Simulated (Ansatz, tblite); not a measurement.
Removing and adding an electron: GaCu₄. Total charge 0; doublet. Geometry: B3LYP-D4/def2-SVP. Ansatz, gas phase; energy differences of separate SCF runs; the oxidised species is a singlet (the triplet lies 0.66 eV higher at PBE0-D4/def2-TZVP); the reduced species is a singlet (the triplet lies 0.94 eV higher at PBE0-D4/def2-TZVPD).

```
atom    x (Å)    y (Å)    z (Å)
 Ga1  -0.4346  -0.4679  -1.3894
 Cu2   0.0537   1.3800   0.3473
 Cu3   0.3746  -0.9183   1.0221
 Cu4   1.8546   0.0836  -0.5962
 Cu5  -1.8483  -0.0774   0.6163
```

The xTB rows come from tblite. The structure comes from a short search, and lower isomers may exist.

```csv
level,−HOMO (eV),vertical IE (eV),−LUMO (eV),vertical EA (eV),HOMO–LUMO gap (eV),IE − EA (eV),remarks
GFN1-xTB,–,12.65,–,7.92,–,4.73,–
GFN2-xTB,–,9.29,–,–,–,–,–
PBE-D4/def2-TZVP,4.39,6.68,3.96,–,0.43,–,–
PBE-D4/def2-TZVPD,4.41,–,3.98,1.89,0.43,–,HOMO above zero (-1 singlet)
r2SCAN-D4/def2-TZVP,4.53,6.66,3.75,–,0.78,–,–
r2SCAN-D4/def2-TZVPD,4.54,–,3.76,1.82,0.78,–,HOMO above zero (-1 singlet)
PBE0-D4/def2-TZVP,4.93,6.50,3.04,–,1.89,–,–
PBE0-D4/def2-TZVPD,4.95,–,3.06,1.68,1.89,–,–
```

   A HOMO above zero means that the electron is unbound at that level or that self-interaction error raises the level; the energy of removing that electron tells which. HOMO and LUMO are the levels of the spin that leaves or enters (xTB has no such levels and no spin-polarisation term). Other spin states of the ions may lie lower, which would lower the ionisation energy or raise the affinity. Raw xTB energy differences between charge states are shifted by several eV; the methods need an empirical correction for them.
